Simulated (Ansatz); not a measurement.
Process, species as SMILES: N([SiH2])C -> C[SiH2][NH]

Property: isomerisation energy (enthalpy at 298 K), in kcal/mol. Set-up: 6-311+G** with 5d, 6d on Na to Ar in Ansatz (an electronic-structure program); non-relativistic; valence correlation only; spin-orbit terms left out; six Cartesian d functions in 6-31G* and its kin unless marked 5d; no dispersion term unless named; LANL2DZ with its own core potentials from Na on; open shells spin-unrestricted. CBS(X,Y): correlation extrapolated as X^-3; Hartree-Fock from the larger set. First-principles rows: single points at B3LYP-D3(BJ) geometries (Ansatz), with unscaled harmonic terms from B3LYP/6-31G* (Ansatz) at its own minima.

Coupled cluster (Ansatz) is a level with limits of its own, used here on species with T1 under 0.025 (0.045 for open shells) and stable references: CCSD(T)/CBS(aug-cc-pV(T+d)Z,aug-cc-pV(Q+d)Z).

Value to compare with, CCSD(T)/CBS(aug-cc-pV(T+d)Z,aug-cc-pV(Q+d)Z) (Ansatz): -0.5 kcal/mol.

| level | program | isomerisation energy (enthalpy at 298 K) (kcal/mol) | difference |
|---|---|---|---|
| PBE/STO-3G | Ansatz | -6.6 | -6.1 |
| PBE/3-21G | Ansatz | 11.8 | 12.3 |
| PBE/LANL2DZ | Ansatz | 9.9 | 10.4 |
| PBE/6-31G* | Ansatz | 5.8 | 6.3 |
| PBE/def2-SVP | Ansatz | 7.0 | 7.5 |
| PBE/6-311+G** | Ansatz | 4.9 | 5.4 |
| PBE/def2-TZVPD | Ansatz | 3.1 | 3.6 |

Among the 6 habitual levels, PBE/3-21G lies farthest from CCSD(T)/CBS(aug-cc-pV(T+d)Z,aug-cc-pV(Q+d)Z) (Ansatz) (12.3 kcal/mol) and PBE/6-311+G** nearest (5.4); 5 of 6 lie above it, and their mean absolute difference is 8.0 kcal/mol, the median 6.9. One case shows no general order.

The sets are all those run for this method; left out are runs that failed, that the program found above a lower state of the same kind, or whose <S^2> lies over 0.5 above the pure value.
